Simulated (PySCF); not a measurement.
**Ionisation energy of Zn by level of theory**

Zn [Ar] 3d10 4s2 (1S) → Zn⁺ [Ar] 3d10 4s1 (2S), as a difference of total energies. Calculation: PySCF 2.14, in def2-SVP; the non-relativistic Hamiltonian (point nucleus). Correlated levels: valence: [Ar] frozen. The calculations carry no spin-orbit coupling.

| method | ionisation energy (eV) | difference from reference (eV) |
| --- | --- | --- |
| UHF | 7.520 | -1.874 |
| PBE0 | 8.825 | -0.569 |
| M06-2X | 9.098 | -0.296 |
| MP2 (valence) | 8.298 | -1.096 |
| SCS-MP2 (valence) | 8.360 | -1.034 |
| CCSD (valence) | 8.529 | -0.865 |
| CCSD(T) (valence) | 8.575 | -0.819 |

Reference: 9.394 eV (measured; NIST Atomic Spectra Database, ionization energies).

These non-relativistic numbers lack the scalar-relativistic shift.

Errors of the correlated levels include the incompleteness of this basis and the frozen core.
